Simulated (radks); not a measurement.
Results of a calculation; reference values are marked as such.
All-electron atom: the hafnium ion Hf3+ in [Xe] 4f14 6p1 (not the ground configuration).

Level of theory: non-relativistic Kohn-Sham, BLYP, spin-polarised, spherical densities, point nucleus; open shells are filled with parallel spins first (spin-orbit coupling, left out, can overturn this in heavy ions); relativity is left out, which matters for an element this heavy (a radial shooting solver on a logarithmic mesh with Libxc functionals).

Energy parts (eV):
part                      energy
total                 -389772.08
kinetic                389683.13
electron-nucleus      -926005.76
Hartree                154521.58
exchange-correlation    -7971.03

Orbitals (lengths in bohr, moments of r in powers of bohr; r(max) is where P^2 peaks):
| orbital | occ. | eigenvalue (eV) | r(max) | <1/r> |
|---|---|---|---|---|
| 1s up | 1 | -60239.34 | 0.01396 | 71.46 |
| 1s down | 1 | -60239.33 | 0.01396 | 71.46 |
| 2s up | 1 | -9862.473 | 0.07613 | 16.73 |
| 2s down | 1 | -9862.466 | 0.07613 | 16.73 |
| 2p up | 3 | -9442.689 | 0.05913 | 16.76 |
| 2p down | 3 | -9442.677 | 0.05913 | 16.76 |
| 3s up | 1 | -2251.664 | 0.2097 | 6.412 |
| 3s down | 1 | -2251.656 | 0.2097 | 6.412 |
| 3p up | 3 | -2058.449 | 0.1977 | 6.361 |
| 3p down | 3 | -2058.439 | 0.1977 | 6.361 |
| 3d up | 5 | -1698.189 | 0.1563 | 6.280 |
| 3d down | 5 | -1698.179 | 0.1563 | 6.280 |
| 4s up | 1 | -464.7744 | 0.4733 | 2.752 |
| 4s down | 1 | -464.7569 | 0.4733 | 2.752 |
| 4p up | 3 | -385.1515 | 0.4749 | 2.658 |
| 4p down | 3 | -385.1324 | 0.4749 | 2.658 |
| 4d up | 5 | -240.6710 | 0.4733 | 2.454 |
| 4d down | 5 | -240.6486 | 0.4733 | 2.454 |
| 5s up | 1 | -86.7456 | 1.103 | 1.069 |
| 5s down | 1 | -86.6579 | 1.103 | 1.069 |
| 5p up | 3 | -64.3535 | 1.193 | 0.9573 |
| 5p down | 3 | -64.2619 | 1.193 | 0.9577 |
| 4f up | 7 | -55.0970 | 0.4471 | 1.973 |
| 4f down | 7 | -55.0614 | 0.4470 | 1.974 |
| 5d up | 0 | -31.4963 | 1.525 | 0.6885 |
| 5d down | 0 | -31.3052 | 1.522 | 0.6934 |
| 6s up | 0 | -26.6299 | 2.694 | 0.4375 |
| 6s down | 0 | -25.9663 | 2.656 | 0.4450 |
| 6p up | 1 | -21.2210 | 3.072 | 0.3848 |
| 5f up | 0 | -11.4430 | 3.557 | 0.2955 |

The highest occupied level is 6p up at -21.221 eV. The configuration is held as typed, so some empty levels lie below it. Virial ratio -V/T = 2.00023. The density falls to 0.001 e/bohr^3 at r = 4.23 bohr.

Run on one thread of a shared host, so times are rough (Intel(R) Xeon(R) Platinum 8259CL CPU @ 2.50GHz): 0.4 s of CPU time, 0.4 s wall, 15 iterations on 2585 mesh points.
